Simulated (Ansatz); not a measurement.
Ansatz results at the PBE0-D4/def2-TZVP geometry: HOMO energy (B3LYP/def2-TZVPP) -5.93 eV; LUMO energy (PBE0/def2-TZVPP) -0.12 eV; HOMO energy (PBE0/def2-TZVPP) -6.14 eV.

Each molecule was computed in one conformer, which needn't be the lowest.

Problem. Which molecule gave them?
A. `CB(N)[TeH]`
B. `[OH][SbH][CH2][SiH3]`
C. `NCB[TeH]`
D. `ClB1CO1`

Solution. A. The others give `NCB[TeH]`: -6.48, -1.28, -6.70; `[OH][SbH][CH2][SiH3]`: -6.90, -1.02, -7.07; `ClB1CO1`: -8.17, -0.20, -8.40.

B3LYP here is the variant with VWN-RPA as its local correlation; programs differ in this.
